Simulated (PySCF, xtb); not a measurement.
C2H7AlClN, SMILES C[CH2][Al]([NH2])[Cl]. The values are those of a single conformer.

Harmonic wavenumbers (cm⁻¹) from xtb with GFN2-xTB at its own minimum, in rising order: 34, 83, 137, 153, 224, 243, 256, 424, 452, 466, 576, 648, 805, 915, 979, 1042, 1214, 1224, 1409, 1464, 1481, 1500, 1500, 2887, 2916, 2988, 3005, 3017, 3409, 3449.

**Question.** What does PBE0-D3(BJ)/def2-SVP (PySCF) give at its own minimum? (An estimate is asked for; the answer gives what the named calculation found.)

**Answer.** 28, 95, 150, 174, 247, 297, 371, 436, 460, 589, 606, 709, 855, 931, 961, 1050, 1223, 1242, 1394, 1423, 1472, 1480, 1524, 3037, 3045, 3090, 3128, 3142, 3618, 3712. Paired by order, the mean absolute difference is 60 cm⁻¹ and the zero-point energies are 55.6 and 57.9 kcal/mol.
